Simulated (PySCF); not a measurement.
**A survey of ¹⁹F NMR shifts**

Computational details: PBE0/pcSseg-1 with gauge-including orbitals, GFN2-xTB geometry, in PySCF 2.14.0 with density-fitted response routines (no relativistic terms, equivalent nuclei averaged, gas phase, a single conformation).

Shieldings were converted by a linear fit to measured shifts: ¹⁹F (scatter 6.0 ppm rms, 7.0 ppm with the 5 outliers that the fit left out vs CFCl3, solution or neat liquid, with a term for F on sp3 carbon). Occasional misses reach two or three times the rms, and more in compound classes unlike the fitted ones.

**Question.** Give the ¹⁹F shifts of `Cc1cc(C)c(F)[pH]1`.

**Answer.** 
```
         compound                      environment  δ (ppm)
Cc1cc(C)c(F)[pH]1  fluorine on an unsaturated ring   -131.2
```

**Question.** Order these by ¹⁹F shift, lowest first.
A. O[SiH2]C(F)F
B. COCCOC(=O)OCF
C. CO[Si@@H](CF)O[SiH2]C
D. CO[SiH2]OC[C@H](F)[SiH3]

**Answer.** C (-281.5 ppm, fluorine on an sp3 carbon), D (-216.5 ppm, fluorine on an sp3 carbon), B (-148.8 ppm, fluorine on an sp3 carbon), A (-136.9 ppm, fluorine of a CF2 group).
